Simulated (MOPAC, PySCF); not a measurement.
CH₇NSi₂, SMILES `[SiH](=[SiH]\N)/C`, neutral singlet in the gas phase. 

Z-matrix (Å, degrees):
```
Si
H 1 1.5114
C 1 1.9088 2 108.79
H 3 1.0974 1 112.58 2 41.59
H 3 1.0987 4 108.89 1 -122.97
H 3 1.1000 4 108.33 5 -116.71
Si 1 2.2328 2 106.69 3 121.80
N 7 1.7153 1 124.40 2 40.91
H 8 1.0144 7 122.36 1 -33.60
H 8 1.0144 9 112.96 7 -169.18
H 7 1.5001 8 105.25 9 -179.25
```
Charge 0, spin multiplicity 1.

All levels are single points at this geometry (PBE-D3(BJ)/def2-TZVP); Pople sets use spherical d functions. Orbital energies aren't observables, and empty levels follow the basis.

```tsv
level	HOMO (eV)	LUMO (eV)	gap (eV)	dipole (D)	vertical IE, Delta-SCF (eV)
PBE-D3(BJ)/def2-TZVP in PySCF	-4.51	-2.25	2.26	1.82	7.12
B3LYP/6-31G* in PySCF	-4.98	-1.53	3.46	2.01	7.05
BP86/6-31G* in PySCF	-4.42	-2.13	2.29	2.02	–
M06-2X/6-31G* in PySCF	-6.00	-0.74	5.26	2.06	–
SVWN5/6-31G* in PySCF	-4.39	-2.13	2.26	2.00	7.16
HF/3-21G in PySCF	-6.96	1.40	8.36	2.22	–
PM3 in MOPAC	-7.30	-1.60	5.70	2.69	–
PM6 in MOPAC	-6.63	-0.83	5.80	2.22	–
PM7 in MOPAC	-7.51	-1.75	5.76	2.96	–
```
